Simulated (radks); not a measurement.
The lead ion Pb+, configuration [Hg] 6p1.

All-electron calculation, scalar-relativistic Kohn-Sham, r2SCAN, spin-unpolarised, spherical densities, finite nucleus; meta-GGA in the generalised Kohn-Sham scheme; Fermi nuclear charge, rms radius 5.5012 fm. Program: a radial shooting solver on a logarithmic mesh with Libxc functionals.

Energy parts (hartree):
| part | energy |
|---|---|
| total | -20878.2588 |
| kinetic | 23582.7056 |
| electron-nucleus | -52091.5001 |
| Hartree | 8017.3038 |
| exchange-correlation | -386.7681 |

Orbitals (lengths in bohr, moments of r in powers of bohr; r(max) is where P^2 peaks):
orbital,occ.,eigenvalue (hartree),r(max),<r^2>,<r>,<1/r>
1s,2,-3240.929,0.009845,0.0003575,0.01606,101.3
2s,2,-581.0412,0.05714,0.005421,0.06760,23.81
2p,6,-498.4845,0.04761,0.004619,0.06144,20.91
3s,2,-140.1368,0.1610,0.03481,0.1744,8.834
3p,6,-116.3621,0.1612,0.03609,0.1764,7.988
3d,10,-92.02432,0.1315,0.02995,0.1600,7.487
4s,2,-32.20880,0.3623,0.1665,0.3842,3.795
4p,6,-24.38416,0.3821,0.1905,0.4096,3.416
4d,10,-15.26922,0.3883,0.2141,0.4308,3.069
4f,14,-5.22514,0.3508,0.2468,0.4539,2.674
5s,2,-5.68422,0.7901,0.8222,0.8566,1.589
5p,6,-3.52140,0.8821,1.081,0.9788,1.361
5d,10,-1.08600,1.070,1.962,1.298,1.012
6s,2,-0.71932,1.950,5.720,2.250,0.5690
6p,1,-0.35864,2.503,10.09,2.976,0.4228

The highest occupied level is 6p at -9.759 eV. For comparison, the ionisation energy in NIST's Atomic Spectra Database is 15.032 eV (measured). In exact Kohn-Sham theory the highest level is minus the ionisation energy, but local and semilocal functionals leave it too shallow, through self-interaction and a potential that decays too fast; potentials with the right tail come closer. Summed over all electrons, <r^2> = 56.98 bohr^2, which gives a Langevin (diamagnetic) susceptibility term of -45.1 x 10^-6 cm^3/mol. The density falls to 0.001 e/bohr^3 at r = 4.22 bohr.

Beside tabulated values, note that spin-unpolarised runs miss the spin-polarisation part of the exchange energy of open shells, and scalar-relativistic runs lack spin-orbit coupling.
